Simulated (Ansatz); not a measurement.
Which isomer of C2H3Ga gives these data?

These gas-phase data were calculated for one isomer of C2H3Ga at PBE-D3(BJ)/def2-SVP (harmonic, unscaled wavenumbers; equilibrium rotational constants with average atomic masses):

- rotational constants: 42.18, 4.169, 3.794 GHz
- all wavenumbers above 1500 cm⁻¹: 3067, 3043, 2971, 1570
- dipole moment: 0.49 D (PBE0/def2-TZVPD)

Candidates:

(1) `C=[CH][Ga]`, a singlet
(2) `C#[C][GaH2]`, a singlet

Problem. Which candidate do the data belong to?

Solution. Candidate (1). No mode falls between 3300 and 3560 cm⁻¹, where the ≡C–H stretch of (2) would stand.

The same quantities for all candidates:

|  | rotational constants (GHz) | wavenumbers above 1500 cm⁻¹ | dipole (D) | E above the lowest, PBE-D3(BJ)/def2-SVP (kcal/mol) |
| --- | --- | --- | --- | --- |
| (1) | 42.18, 4.169, 3.794 | 3067, 3043, 2971, 1570 | 0.49 | 0.0 |
| (2) | 130.1, 3.581, 3.485 | 3384, 2051, 1945, 1941 | 0.17 | 26.8 |

Programs: Ansatz 0.2.0.
